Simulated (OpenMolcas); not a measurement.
An OpenMolcas run meant for V2+ (ANO-R2, X2C; inactive shells 1s 2s 2p 3s 3p; intended active space 3 electrons in 5 orbitals (3d)). One step of its input:

```
&RASSCF
FileOrb=start.orb
Symmetry=1
Spin=4
nActEl=3 0 0
Inactive=3 6
Ras2=5 0
CIRoot=12 12 1
SDav=10
CIMx=300
Iter=79 100
PrWF=0.3
OrbListing=Nothing
MaxOrb=0
Atom
>>> COPY $Project.JobIph JOB001
```

Lines from the output:

```
...
      Number of secondary orbitals              47
      Spin quantum number                      1.5
      State symmetry                             1
Orbital specifications:
      -----------------------

      Symmetry species                           1   2
                                                ag  au
      Frozen orbitals                            0   0
      Inactive orbitals                          3   6
      Active orbitals                            5   0
      RAS1 orbitals                              0   0
      RAS2 orbitals                              5   0
      RAS3 orbitals                              0   0
      Secondary orbitals                        27  20
      Deleted orbitals                           0   0
      Number of basis functions                 35  26
      Number of CSFs                            10
      Number of root(s) required                12
 ************ ERROR ***********
  You can't ask for more roots
  than there are configurations
 ******************************
--- Stop Module: rasscf at  /rc=_RC_INPUT_ERROR_ ---
.####################.
.# User input error #.
.####################.
```

Question: What is wrong with the input?

Answer: CIRoot asks for more roots than the active space has configuration state functions.
